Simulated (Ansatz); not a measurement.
Molecule: sum formula MnOBrH (charge 0, sextet). The spin state was set by rule; other spins were not relaxed. 
Structure (B3LYP-D3(BJ)/def2-TZVP (Ansatz, a program for electronic structure) minimum search):
```
Mn
O 1 1.8156
H 2 0.9575 1 134.90
Br 1 2.3504 3 168.19 2 -180.00
```
Charge 0, spin multiplicity 6.

Dipole moments at this geometry, in debye (magnitudes).

| level | program | dipole (D) |
|---|---|---|
| SVWN5/def2-TZVPD | Ansatz | 2.41 |
| PBE/def2-TZVPD | Ansatz | 2.38 |
| BLYP/def2-TZVPD | Ansatz | 2.36 |
| r2SCAN/def2-TZVPD | Ansatz | 2.41 |
| B97M-V/def2-TZVPD | Ansatz | 2.37 |
| PBE0/def2-TZVPD | Ansatz | 2.34 |
| BHLYP/def2-TZVPD | Ansatz | 2.29 |
| r2SCANh/def2-TZVPD | Ansatz | 2.38 |
| r2SCAN0/def2-TZVPD | Ansatz | 2.34 |
| CAM-B3LYP/def2-TZVPD | Ansatz | 2.39 |
| wB97M-V/def2-TZVPD | Ansatz | 2.36 |
| wB97X-V/def2-TZVPD | Ansatz | 2.43 |
| CCSD(T)/def2-SVPD | Ansatz | 2.28 |
